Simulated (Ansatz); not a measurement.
```yaml
crystal:
  periodic: [false, false, false]
  atoms:
    - {symbol: F, position_ang: [-0.921895, -0.070086, 1.616596]}
    - {symbol: Nb, position_ang: [-0.006571, -0.089329, 0.011533]}
    - {symbol: F, position_ang: [1.587155, -1.009329, 0.178971]}
    - {symbol: F, position_ang: [-1.048107, -0.824354, -1.326132]}
    - {symbol: S, position_ang: [0.439417, 1.919398, -0.522469]}
basis:
  gaussian: {orbitals: cc-pVTZ-DK}
magnetization: {spin_polarized: true, initial_magnetization: 6}
hamiltonian: {xc: {name: PBE0}, dispersion: d3bj}
```

```sh
$ ansatz run in.yaml --threads 4 --pin off --events-out ev --progress --plain --max-ram 10444MiB
```

Shortened log:

```
Functional definition: PBE0
1429 factors; their error is unknown
mean field evaluation 1: about -122918.8028 eV, gradient 5.0e1 eV
mean field evaluation 2: about -122771.8223 eV, gradient 1.7e2 eV
mean field evaluation 4: about -122928.0951 eV, gradient 2.5e1 eV
mean field evaluation 8: about -122930.4981 eV, gradient 7.1e-1 eV
mean field evaluation 16: about -122930.9466 eV, gradient 5.5e-3 eV
mean field -122930.94664122 eV, -4517.6289634766 hartree, gradient 4.4e-5 eV, S^2 12.005699; 4 other end points of the search recorded, 0 dependent functions left out
reference -122930.94669842 eV, -4517.6289655787 hartree; 45, 39 occupied and 156, 162 virtual orbitals, 1429 factors
Total energy: -122931.05009352 eV, -4517.6327652785 hartree
Relativity: scalar
```

(1) Something in this input is off. What?

## Answers

(1) The spin is set far too high for this molecule. The run converged. The result belongs to that input, not to the molecule as meant.
